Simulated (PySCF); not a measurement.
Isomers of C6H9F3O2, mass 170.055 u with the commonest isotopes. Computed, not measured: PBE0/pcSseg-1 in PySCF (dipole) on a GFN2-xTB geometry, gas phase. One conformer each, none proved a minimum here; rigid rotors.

**Question.** Order these by rotational constant C, largest first.
A. `[CH3:1][O:2]/[C:3]([CH3:4])=[CH:5]/[CH2:6][O:7][C:8]([F:9])([F:10])[F:11]` with C1–O2–C3–C4 -177°, C3–C5–C6–O7 72°, C5–C6–O7–C8 66°
B. `[CH3:1][CH2:2][C@H:3]([O:4][CH3:5])[C:6]([F:7])([F:8])[C:9](=[O:10])[F:11]` with C1–C2–C3–O4 -67°, C2–C3–O4–C5 158°, C2–C3–C6–F7 -46°, C3–C6–C9–O10 -83°
C. `[CH3:1][O:2][C:3](=[O:4])[C@H:5]([CH3:6])[CH2:7][C:8]([F:9])([F:10])[F:11]` with C1–O2–C3–O4 1°, O2–C3–C5–C6 -105°, C3–C5–C7–C8 -74°
D. `[CH3:1][O:2][C@@H:3]1[CH2:4][C@:5]1([CH3:6])[O:7][C:8]([F:9])([F:10])[F:11]` with C1–O2–C3–C4 151°, C4–C5–O7–C8 66°
E. `[CH3:1][CH2:2][O:3][C:4]1([O:5][C:6]([F:7])([F:8])[F:9])[CH2:10][CH2:11]1` with C1–C2–O3–C4 177°, C2–O3–C4–O5 69°, O3–C4–O5–C6 61°

**Answer.** B (796.6 MHz), D (699.9 MHz), E (667.3 MHz), C (633.6 MHz), A (561.9 MHz).

**Question.** Order these by dipole moment, smallest first.
A. `[CH3:1][O:2][C:3](=[O:4])[C@H:5]([CH3:6])[CH2:7][C:8]([F:9])([F:10])[F:11]` with C1–O2–C3–O4 1°, O2–C3–C5–C6 -105°, C3–C5–C7–C8 -74°
B. `[CH3:1][O:2][C@@H:3]1[CH2:4][C@:5]1([CH3:6])[O:7][C:8]([F:9])([F:10])[F:11]` with C1–O2–C3–C4 151°, C4–C5–O7–C8 66°
C. `[CH3:1][CH2:2][C@H:3]([O:4][CH3:5])[C:6]([F:7])([F:8])[C:9](=[O:10])[F:11]` with C1–C2–C3–O4 -67°, C2–C3–O4–C5 158°, C2–C3–C6–F7 -46°, C3–C6–C9–O10 -83°

**Answer.** A (2.63 D), C (2.96 D), B (3.23 D).

**Question.** Order these by out-of-plane moment Σ m c² = (Ia + Ib − Ic)/2, largest first.
A. `[CH3:1][O:2][C:3](=[O:4])[C@H:5]([CH3:6])[CH2:7][C:8]([F:9])([F:10])[F:11]` with C1–O2–C3–O4 1°, O2–C3–C5–C6 -105°, C3–C5–C7–C8 -74°
B. `[CH3:1][CH2:2][C@H:3]([O:4][CH3:5])[C:6]([F:7])([F:8])[C:9](=[O:10])[F:11]` with C1–C2–C3–O4 -67°, C2–C3–O4–C5 158°, C2–C3–C6–F7 -46°, C3–C6–C9–O10 -83°
C. `[CH3:1][O:2][C@@H:3]1[CH2:4][C@:5]1([CH3:6])[O:7][C:8]([F:9])([F:10])[F:11]` with C1–O2–C3–C4 151°, C4–C5–O7–C8 66°
D. `[CH3:1][CH2:2][O:3][C:4]1([O:5][C:6]([F:7])([F:8])[F:9])[CH2:10][CH2:11]1` with C1–C2–O3–C4 177°, C2–O3–C4–O5 69°, O3–C4–O5–C6 61°
E. `[CH3:1][O:2]/[C:3]([CH3:4])=[CH:5]/[CH2:6][O:7][C:8]([F:9])([F:10])[F:11]` with C1–O2–C3–C4 -177°, C3–C5–C6–O7 72°, C5–C6–O7–C8 66°

**Answer.** B (146.79 u·Å²), C (105.64 u·Å²), A (95.04 u·Å²), E (94.23 u·Å²), D (73.03 u·Å²).

```tsv
SMILES	point group	Ia (u·Å²)	Ib (u·Å²)	Ic (u·Å²)	κ	μa (D)	μb (D)	μc (D)
CC[C@H](OC)C(F)(F)C(=O)F	C1	384.24	543.73	634.38	-0.49	2.17	1.45	1.40
COC(=O)[C@H](C)CC(F)(F)F	C1	311.16	676.58	797.67	-0.77	1.80	1.48	1.23
CO[C@@H]1C[C@]1(C)OC(F)(F)F	C1	302.16	631.22	722.10	-0.79	2.29	2.00	1.07
CCOC1(OC(F)(F)F)CC1	C1	340.40	563.03	757.38	-0.44	2.70	1.41	0.77
CO/C(C)=C/COC(F)(F)F	C1	256.09	831.82	899.46	-0.94	2.75	0.05	1.54
```
